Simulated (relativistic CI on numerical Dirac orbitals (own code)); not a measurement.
**Ir3+: O2,3 absorption edge**

Computed with this model: Dirac-Coulomb-Breit CI, KLI orbitals optimised for each configuration, model QED (radiative potential, 1s self-energy scaled to tabulated hydrogen-like ionisation energies), valence Slater integrals scaled by 0.8, multiplet model of core-to-valence dipole absorption; configurations [Xe] 4f14 5d6 → [Kr] 4d10 4f14 5s2 5p5 5d7; 80 K; Lorentzian 1.5 eV and Gaussian 0.3 eV FWHM. Energies are those of the free ion, without screening or charge transfer. The branching ratio is the share of the lower-energy edge in the whole absorption, uncertain by about 0.02 where the edges overlap. S is read from ⟨S²⟩ = S(S + 1).

Field parameters in Wybourne normalisation: Td as Oh with Dq negative (B⁴₀ = 21Dq, B⁴₄ = √(5/14) B⁴₀). The field is a parameter set, without covalency.

Computed curve for Td, 10Dq = -3100 cm⁻¹, scaled to 100 at the maximum (points under 2 are left out and the grid is thinned):

Energy (eV), Intensity and a bar:
```
    42.25        2.1 
    43.00        2.5 
    43.75        3.2 
    44.25        3.8 #
    45.00        5.3 #
    45.75        7.9 ##
    46.50       13.4 ####
    47.25       27.5 ########
    48.00       45.9 #############
    48.50       49.4 ###############
    49.25       46.1 #############
    50.00       71.4 #####################
    50.75       91.2 ###########################
    51.50      100.0 ##############################
    52.00       87.4 ##########################
    52.75       51.7 ###############
    53.50       41.2 ############
    54.25       41.0 ############
    55.00       34.6 ##########
    55.75       33.4 ##########
    56.25       34.1 ##########
    57.00       20.9 ######
    57.75       11.9 ###
    58.50        7.2 ##
    59.25        5.0 #
    60.00        3.7 #
    60.50        3.3 
    61.25        2.7 
    62.00        2.5 
    62.75        2.6 
    63.50        3.3 
    64.00        4.6 #
    64.75        7.9 ##
    65.50       11.0 ###
    66.25        8.4 ##
    67.00        4.9 #
    67.75        4.3 #
    68.25        3.5 
    69.00        2.8 
    69.75        2.0
```

The ground state has S = 1.87, and the centroid lies at 52.52 eV.
